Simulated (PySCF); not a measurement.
CrO₂, SMILES [Cr](=[O])=[O] (connectivity only; charge and spin as stated), neutral, multiplicity 3. The structure is a stationary point at PBE0-D3(BJ)/def2-TZVP. The multiplicity is an assumed one; other spin states were not compared.

The numbers are results of PBE0-D3(BJ)/def2-TZVP in PySCF, not measurements.

Harmonic wavenumbers (cm⁻¹): 241, 1018, 1061. Rotational constants (GHz): 63.61, 7.470, 6.685; symmetry number 2.

**Question.** Work out the zero-point energy and the ideal-gas rigid-rotor harmonic-oscillator thermochemistry at 298.15 K and 1 atm.

**Answer.** ZPE = ½ Σ hcν = ½ × 2320 cm⁻¹ = 3.32 kcal/mol. H − E(el) = 6.04 kcal/mol. Entropy in cal/(mol K): translation 39.20, rotation 20.76, vibration 1.96, spin 2.18, total 64.10. G − E(el) = -13.07 kcal/mol. Cp = 10.40 cal/(mol K).
